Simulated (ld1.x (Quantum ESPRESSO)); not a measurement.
# u(r) = r·R(r): atom against pseudo-atom (Al)

Columns: radius, all-electron u(r) and pseudo u(r) of the 3p shell (level -2.70 eV) of aluminium in the configuration [Ne] 3s2 3p1; PBEsol, non-relativistic, RRKJ scheme, ld1.x (Quantum ESPRESSO) 7.5.

| r (bohr) | all-electron | pseudo |
| --- | --- | --- |
| 0.115 | 0.0884 | -0.0021 |
| 0.230 | 0.1820 | -0.0085 |
| 0.345 | 0.2148 | -0.0197 |
| 0.460 | 0.1968 | -0.0361 |
| 0.575 | 0.1473 | -0.0582 |
| 0.690 | 0.0814 | -0.0862 |
| 0.805 | 0.0087 | -0.1200 |
| 0.920 | -0.0647 | -0.1588 |
| 1.035 | -0.1353 | -0.2014 |
| 1.150 | -0.2010 | -0.2464 |
| 1.265 | -0.2610 | -0.2920 |
| 1.380 | -0.3149 | -0.3363 |
| 1.495 | -0.3629 | -0.3777 |
| 1.610 | -0.4050 | -0.4153 |
| 1.725 | -0.4413 | -0.4481 |
| 1.840 | -0.4720 | -0.4762 |
| 1.955 | -0.4974 | -0.4995 |
| 2.070 | -0.5178 | -0.5185 |
| 2.185 | -0.5336 | -0.5337 |
| 2.300 | -0.5452 | -0.5452 |
| 2.415 | -0.5531 | -0.5531 |
| 2.530 | -0.5576 | -0.5576 |
| 2.645 | -0.5591 | -0.5591 |
| 2.760 | -0.5579 | -0.5579 |
| 2.875 | -0.5543 | -0.5543 |
| 2.990 | -0.5488 | -0.5488 |

Q: How many radial nodes do the two functions have?

A: The all-electron 3p function has n − l − 1 = 1; the pseudo-wave has 0, since the states of the same l below it are removed with the core.

Q: At about which radius was the pseudo-wave matched?

A: 2.30 bohr, where the columns begin to agree (steps of 0.12 bohr).

Q: Is the pseudo-wave norm-conserving?

A: Yes: the RRKJ scheme keeps the norm inside the radius equal to the all-electron one, which fixes the energy derivative of the logarithmic derivative at the level.
